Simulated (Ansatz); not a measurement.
`C[O][Ge]([F])([F])[O]C` and `C[O][GeH]([F])[F]` differ in one atom or group.

Ansatz, PBE0-D4/def2-TZVP geometries, multiplicity 1. Each molecule was computed in one conformer, which needn't be the lowest.

Scalar relativity is left out up to krypton.

```json
{"property": "LUMO energy (ωB97M-V/def2-TZVPP) / eV", "`C[O][Ge]([F])([F])[O]C`": "1.50"}
{"property": "HOMO–LUMO gap (ωB97M-V/def2-TZVPP) / eV", "`C[O][Ge]([F])([F])[O]C`": "12.73"}
{"property": "HOMO energy (PBE0/def2-TZVPP) / eV", "`C[O][Ge]([F])([F])[O]C`": "-8.81"}
{"property": "LUMO energy (PBE0/def2-TZVPP) / eV", "`C[O][Ge]([F])([F])[O]C`": "-0.51"}
{"property": "size of the dipole moment (B3LYP/def2-TZVPP) / D", "`C[O][Ge]([F])([F])[O]C`": "3.12"}
{"property": "LUMO energy (PBE/def2-TZVPP) / eV", "`C[O][Ge]([F])([F])[O]C`": "-1.63"}
```

Problem. Give the same properties after the change, and the shifts. (Estimate.)

Solution. Computed: 
| property | `C[O][GeH]([F])[F]` | shift |
| --- | --- | --- |
| LUMO energy (ωB97M-V/def2-TZVPP) / eV | 2.08 | 0.58 |
| HOMO–LUMO gap (ωB97M-V/def2-TZVPP) / eV | 13.35 | 0.62 |
| HOMO energy (PBE0/def2-TZVPP) / eV | -8.84 | -0.03 |
| LUMO energy (PBE0/def2-TZVPP) / eV | 0.09 | 0.60 |
| size of the dipole moment (B3LYP/def2-TZVPP) / D | 1.48 | -1.64 |
| LUMO energy (PBE/def2-TZVPP) / eV | -1.02 | 0.61 |

The zero-point energy changes by -89.9 kJ/mol with -12 modes. Dipoles are sizes alone; their direction can turn.

B3LYP here is the variant with VWN-RPA as its local correlation; programs differ in this.
